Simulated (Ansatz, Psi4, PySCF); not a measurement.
Species: NS (charge 0, doublet). SMILES: [N]=S
Geometry from a B3LYP-D3(BJ)/def2-TZVP (Ansatz, an electronic-structure program) optimisation:
```xyz
2

N      0.0000     0.0000    -1.0378
S      0.0000     0.0000     0.4540
```
Charge 0, spin multiplicity 2.

Property: atomisation energy, in kcal/mol. Terms: UHF or UKS for open shells; six Cartesian d functions in 6-31G* and its kin unless marked 5d; 6-311+G** with 5d, 6d on Na to Ar in Ansatz; atomisation electronic, to ground-state atoms; spin-orbit terms left out; valence correlation only; non-relativistic. Ab initio and DFT rows: single points at B3LYP-D3(BJ) geometries (Ansatz). A UHF reference is markedly spin-contaminated in at least one set, which strains HF and MP2.

```
level               program  atomisation energy (kcal/mol)
------------------  -------  -----------------------------
SVWN5/6-31G*         Ansatz                          140.1
BP86/def2-SVP         PySCF                          122.7
B3LYP/6-31G          Ansatz                           65.1
B3LYP/6-31G*         Ansatz                          105.8
B3LYP/6-311+G**      Ansatz                          106.5
wB97X-D/6-31G*         Psi4                          103.4
MP2/6-31G*           Ansatz                           75.7
wB97M-V/def2-TZVPD   Ansatz                          114.8
```

No value to compare with is used here. The 7 habitual levels span 65.1 (B3LYP/6-31G) to 140.1 kcal/mol (SVWN5/6-31G*); wB97M-V/def2-TZVPD gives 114.8.

The levels are drawn from those run, B3LYP/6-31G* more often than the rest, none by its result; runs whose electronic state is in doubt are left out.
